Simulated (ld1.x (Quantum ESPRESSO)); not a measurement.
**In, TM: configuration errors across variants**

* Element: indium
* Generator: ld1.x (Quantum ESPRESSO) 7.5
* Type: norm-conserving Troullier–Martins (Kleinman–Bylander form)
* Functional: LDA (PZ)
* Relativity: scalar-relativistic
* Frozen core: [Ar] 3d10
* Valence charge: 21
* Reference configuration: 4s2 4p6 4d10 5s2 5p0.5 (charge +0.5)
* Partial waves: 4s (bound): rc 0.95 bohr; 4p (bound): rc 1.25 bohr; 4d (bound): rc 1.30 bohr
* Local potential: all-electron potential smoothed inside 1.05 bohr (lloc = -1)
* Core correction: none

Occupied shells without a wave of their own: 5p, 5s. They enter only through the test configuration that unscreens the potential.

All-electron excitation energies from the reference (eV): (1) 4s2 4p6 4d10 5s2 5p1 -2.046; (2) 4s2 4p6 4d10 5s2 5p0 3.549; (3) 4s2 4p6 4d10 5s1 5p0 23.210; (4) 4s2 4p6 4d9 5s0 5p0 108.561; (5) 4s2 4p6 4d9 5s2 5p1 23.178; (6) 4s2 4p6 4d9 5s2 5p2 16.155; (7) 4s2 4p6 4d10 5s2 5p1.3 -2.628; (8) 4s2 4p6 4d10 5s2 5p0.5 spin -0.035; (9) 4s2 4p6 4d10 5s2 5p1 spin -2.162.

Spin tests fill each open shell by Hund’s rule, majority spin first.

For the base: The 5p, 5s levels have no wave, so the channel is fitted at the deeper level alone: the likely source of the large errors.

The file “base” misses its own reference levels by 0.6 eV. The file “wave 4p (bound): rc 1.25 bohr becomes 4p (bound): rc 0.78 bohr” misses its own reference levels by 0.6 eV. The file “wave 4p (bound): rc 1.25 bohr becomes 4p (bound): rc 0.90 bohr” misses its own reference levels by 0.6 eV. The file “wave 4p (bound): rc 1.25 bohr becomes 4p (bound): rc 1.14 bohr” misses its own reference levels by 0.6 eV. The file “wave 4p (bound): rc 1.25 bohr becomes 4p (bound): rc 1.28 bohr” misses its own reference levels by 0.6 eV. The file “wave 4p (bound): rc 1.25 bohr becomes 4p (bound): rc 1.40 bohr” misses its own reference levels by 0.6 eV. The file “wave 4p (bound): rc 1.25 bohr becomes 4p (bound): rc 1.56 bohr” misses its own reference levels by 0.6 eV. The file “wave 4p (bound): rc 1.25 bohr becomes 4p (bound): rc 1.64 bohr” misses its own reference levels by 0.6 eV. The file “wave 4p (bound): rc 1.25 bohr becomes 4p (bound): rc 1.74 bohr” misses its own reference levels by 0.6 eV. The file “wave 4p (bound): rc 1.25 bohr becomes 4p (bound): rc 1.86 bohr” misses its own reference levels by 0.6 eV.

Errors AE − PS in meV (a dash: test not solved or not reliable):

| change | (1) | (2) | (3) | (4) | (5) | (6) | (7) | (8) | (9) | bound ghosts |
| --- | --- | --- | --- | --- | --- | --- | --- | --- | --- | --- |
| base | +41 | -59 | -945 | -3057 | +132 | +249 | +58 | +0.8 | +44 | none |
| wave 4p (bound): rc 1.25 bohr becomes 4p (bound): rc 0.78 bohr | +26 | -36 | -910 | -2990 | +98 | +174 | +36 | +1.0 | +29 | none |
| wave 4p (bound): rc 1.25 bohr becomes 4p (bound): rc 0.90 bohr | +22 | -30 | -902 | -2972 | +91 | +158 | +32 | +1.0 | +25 | none |
| wave 4p (bound): rc 1.25 bohr becomes 4p (bound): rc 1.14 bohr | +31 | -43 | -921 | -3011 | +110 | +200 | +44 | +1.0 | +34 | none |
| wave 4p (bound): rc 1.25 bohr becomes 4p (bound): rc 1.28 bohr | +44 | -63 | -952 | -3070 | +139 | +264 | +62 | +0.9 | +47 | none |
| wave 4p (bound): rc 1.25 bohr becomes 4p (bound): rc 1.40 bohr | +54 | -78 | -975 | -3115 | +162 | +314 | +76 | +0.8 | +57 | none |
| wave 4p (bound): rc 1.25 bohr becomes 4p (bound): rc 1.56 bohr | +67 | -98 | -1003 | -3170 | +190 | +376 | +94 | +0.8 | +70 | none |
| wave 4p (bound): rc 1.25 bohr becomes 4p (bound): rc 1.64 bohr | +71 | -104 | -1013 | -3189 | +200 | +397 | +100 | +0.8 | +74 | none |
| wave 4p (bound): rc 1.25 bohr becomes 4p (bound): rc 1.74 bohr | +72 | -106 | -1015 | -3193 | +202 | +402 | +101 | +0.8 | +75 | none |
| wave 4p (bound): rc 1.25 bohr becomes 4p (bound): rc 1.86 bohr | +67 | -98 | -1004 | -3172 | +191 | +378 | +94 | +0.8 | +70 | none |

Task: Give the same row for: wave 4p (bound): rc 1.25 bohr becomes 4p (bound): rc 1.04 bohr.

Result: +25, -34, -907, -2984, +96, +169, +35, +1.0, +28; bound ghosts: none.
